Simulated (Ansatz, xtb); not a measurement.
## Relative energy of two isomers of Al2F2H4O2

Structure X is `[F][Al@H-]1[OH+][Al@H-]([F])[OH+]1`, a singlet and structure Y is `[F][Al@H-]1[OH+][Al@@H-]([F])[OH+]1`, a singlet. Both are isolated molecules in the gas phase, relaxed with PBE0-D4/def2-SVP.

Energies in hartree; the thermal terms are from GFN2-xTB frequencies at re-optimised GFN2-xTB minima (ideal gas, soft modes damped towards free rotors, one conformer each, 298.15 K, 1 atm) and include the zero-point energy:

```
                              X           Y
E, CCSD(T)/def2-SVP  −835.621829  −835.621632
    E, MP2/def2-SVP  −835.579005  −835.578840
  E, MP2/def2-TZVPP  −836.464173  −836.464048
  zero-point energy     0.046538     0.046587
       H(298 K) − E     0.056631     0.056646
       G(298 K) − E     0.013495     0.013616
```

Task: Correct the CCSD(T) difference for the basis set by the MP2 change, then work out ΔE, ΔE₀, ΔH and ΔG for X → Y in kcal/mol (1 Eh = 627.51 kcal/mol) and the equilibrium ratio [Y]/[X].

Result: 1. Differences Y − X: CCSD(T) +0.000197, MP2 in the small set +0.000165, MP2 in the large set +0.000125 Eh.
2. ΔE = +0.000197 + (+0.000125 − (+0.000165)) = +0.000157 Eh = +0.10 kcal/mol.
3. ΔE₀ = ΔE + ΔZPE = +0.000157 + (+0.000049) Eh = +0.13 kcal/mol.
4. ΔH = ΔE + (+0.000015) Eh = +0.11 kcal/mol.
5. ΔG = ΔE + (+0.000121) Eh = +0.17 kcal/mol, so ΔS = (ΔH − ΔG)/T = −0.9 J/(mol K).
6. kT = 0.9442 mEh, so K = [Y]/[X] = exp(−ΔG/kT) = exp(−0.29) ≈ 0.74.

The two are too close for this level to say which is favoured. An error of 1 kcal/mol in ΔG would change K by a factor of 5.4. Mirror images and further conformers aren't counted.

As drawn, both hold the same kinds of bond in the same numbers.

Other levels gave ΔE = +0.1 (PBE0-D4/def2-SVP); +0.2 (HF/def2-SVP); +0.1 (MP2/def2-SVP); +0.1 (CCSD(T)/def2-SVP) kcal/mol. The correlated steps freeze 14 core orbitals. Programs: Ansatz 0.2.0, xtb 6.7.1.
